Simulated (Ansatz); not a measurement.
Reaction (cleavage of the B–Si bond): `B[SiH](B)CF` + `C=C=CN` → `BNC=C=C` + `B[SiH2]CF`

Gas-phase electronic energies from Ansatz, PBE0-D4/def2-TZVP geometries. CBS: MP2 limit from def2 TZ/QZ plus the TZ coupled-cluster correction, frozen cores. DFT in def2-TZVPP. B3LYP here is the variant with VWN-RPA as its local correlation; programs differ in this. One conformer a species, not always the lowest.

`B[SiH](B)CF`:

```xyz
12

B    -1.094   -0.852    1.348
Si    0.420   -0.009    0.335
B    -0.113    1.921    0.193
C     0.728   -0.824   -1.361
F    -0.429   -0.737   -2.131
H    -1.913   -1.532    0.805
H    -1.219   -0.643    2.518
H     1.681   -0.122    1.135
H    -0.062    2.627    1.156
H    -0.525    2.387   -0.827
H     0.989   -1.883   -1.263
H     1.537   -0.332   -1.910
```

`C=C=CN`:

```xyz
9

C    -0.796    0.758    1.524
C    -0.468    0.186    0.402
C    -0.159   -0.351   -0.749
N     1.112   -0.400   -1.331
H    -0.865    0.197    2.454
H    -1.015    1.822    1.582
H    -0.956   -0.752   -1.369
H     1.289   -1.260   -1.829
H     1.859   -0.201   -0.683
```

`BNC=C=C`:

```xyz
11

B    -0.424   -0.764    2.202
N     0.172   -0.369    1.007
C    -0.497    0.077   -0.138
C     0.079    0.443   -1.251
C     0.640    0.810   -2.365
H     0.280   -1.123    3.098
H    -1.616   -0.727    2.288
H     1.176   -0.391    0.910
H    -1.579    0.104   -0.045
H     0.933    1.841   -2.541
H     0.836    0.099   -3.164
```

`B[SiH2]CF`:

```xyz
10

B    -1.311    0.920   -0.958
Si   -0.009    0.491    0.513
C     0.942   -1.121    0.200
F     1.836   -1.391    1.230
H    -1.983    1.905   -0.878
H    -1.457    0.237   -1.930
H    -0.747    0.378    1.804
H     0.964    1.614    0.640
H     0.255   -1.970    0.115
H     1.510   -1.064   -0.736
```

Q: Is it downhill or uphill in electronic energy at CCSD(T)/CBS, and by how much? (Best estimate.)

A: Ansatz gave: Downhill: ΔE = -170.3 kJ/mol.

Q: What do these levels give: r2SCAN-D4, PBE0-D4, B3LYP-D4, PBE, r2SCAN, MP2/CBS(def2)? (An estimate is asked.)

A: Ansatz gave: r2SCAN-D4 -166.7, PBE0-D4 -164.8, B3LYP-D4 -172.2, PBE -163.2, r2SCAN -167.1, MP2/CBS(def2) -176.9 kJ/mol.

Largest T1 diagnostic among the species: 0.014.
